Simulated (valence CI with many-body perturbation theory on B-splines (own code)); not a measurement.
## Forbidden lines of Nb9+

Computed by configuration interaction combined with many-body perturbation theory (CI+MBPT): four valence electrons over a frozen Dirac-Fock core [Ar] 3d10, radial functions for each j: 11 s, 11 p, 9 d, 7 f, 5 g, 2 h, 1 i, with the one-electron correlation potential Σ1, the two-electron term Σ2, the three-electron term Σ3, Breit, model QED; selected CI, second order for the rest, scaled by the run's own slope (own B-spline code, finite nucleus).

No measured levels were compared; by estimate levels hold to about 250 cm⁻¹ or 0.2 % of their energy and the worst to 1 %, as in measured heavy ions of charge 2 to 7; those with d or f electrons hold less well. Among the levels kept, up to 280 cm⁻¹ of a level comes from second order outside the variational space, and about a tenth of that is noise between levels of different J, which matters for small intervals.

Lines 1 to 13 of 13 in falling wavelength, among levels below 640520 cm⁻¹, chosen from the decays that carry over 1 % of a level's rate. Wavelengths and rates use the calculated energies, so an error of 600 cm⁻¹ moves a line at 4171 Å by 2.5 % and its rate by three times that or more. Electric multipoles are in the length gauge, E1 and E2 with the static RPA response of the core. Weak lines are less certain than strong ones. Lines between different terms over intervals too small for the method are left out, as are lines whose strength nearly cancels. Branching is blank where the lifetime is uncertain.

Names give the largest LS component (configuration and term), which can be under half, so a name can repeat, a term be missing and a line seem to break the LS rules; names also repeat where a configuration has a term twice.

| λ vac (Å) | Upper | Lower | Type | A (s⁻¹) | Branch % |
| --- | --- | --- | --- | --- | --- |
| 11640 | 4s2.4p2 3P_2 | 4s2.4p2 3P_1 | M1 | 6.23e+00 | 97.9 |
| 7276 | 4s2.4p.4d 3F°_4 | 4s2.4p.4d 3F°_3 | M1 | 5.11e+01 |  |
| 7022 | 4s2.4p2 3P_1 | 4s2.4p2 3P_0 | M1 | 4.75e+01 | 100.0 |
| 4380 | 4s2.4p2 3P_2 | 4s2.4p2 3P_0 | E2 | 1.32e-01 | 2.1 |
| 4171 | 4s2.4p2 1D_2 | 4s2.4p2 3P_2 | M1 | 1.11e+02 | 46.4 |
| 3071 | 4s2.4p2 1D_2 | 4s2.4p2 3P_1 | M1 | 1.28e+02 | 53.3 |
| 1903 | 4s2.4p2 1S_0 | 4s2.4p2 3P_2 | E2 | 1.73e+01 | 1.6 |
| 1636 | 4s2.4p2 1S_0 | 4s2.4p2 3P_1 | M1 | 1.09e+03 | 98.0 |
| 918.6 | 4s2.4p.4d 3F°_4 | 4s.4p3 3P°_2 | E2 | 4.48e+01 |  |
| 727.5 | 4s2.4p.4d 3F°_4 | 4s.4p3 3D°_3 | M1 | 8.74e+00 |  |
| 699.1 | 4s2.4p.4d 3F°_4 | 4s.4p3 3D°_2 | E2 | 3.31e+01 |  |
| 524.8 | 4s2.4p.4d 3F°_4 | 4s.4p3 5S°_2 | E2 | 2.49e+01 |  |
| 307.2 | 4s2.4p.4d 3F°_4 | 4s2.4p2 1D_2 | M2 | 4.57e+01 |  |
